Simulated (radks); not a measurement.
Q: These are the eigenvalues of the occupied orbitals of an atom or ion with whole-number occupations (hartree). Calculated with a radial shooting solver on a logarithmic mesh with Libxc functionals: Dirac Kohn-Sham, BLYP, spin-unpolarised, spherical densities, point nucleus.

1s1/2: -304.0816
2s1/2: -38.43780
2p1/2: -33.82954
2p3/2: -33.18720
3s1/2: -6.23473
3p1/2: -4.81383
3p3/2: -4.72591
3d3/2: -2.38612
3d5/2: -2.37440
4s1/2: -1.45732
4p1/2: -1.13077
4p3/2: -1.12002

Which element is it, and in what charge state? The configuration may be excited. Open shells, if any, are shared by 2j + 1.

A: Z = 28, nickel, charge +3: Ni3+ in [Ar] 3d5 4s1 4p1. The list shows which subshells hold electrons but not how many an open one holds; the 1s level, -304.08 hartree, gives Z - s = 24.7 by -(Z - s)^2/2, which with screening and relativity narrows Z to a few neighbours, and the depths of the outer levels then fix element, charge and occupations together.
